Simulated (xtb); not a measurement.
Ge(H)2(Br)(Me) (CH₅BrGe), SMILES [CH3][GeH2][Br]. All values are semi-empirical tight-binding results from xtb (GFN2-xTB unless named), good for trends rather than for accurate numbers. Geometry optimised at GFN2-xTB.

For metal compounds this method's bond lengths and energies can be far off.

The point group as xtb finds it is Cs and the orbital gap is 6.73 eV. The zero-point energy is 31.8 kcal/mol and the G − E(el) at 298.15 K (modified RRHO) comes out as 12.6 kcal/mol.
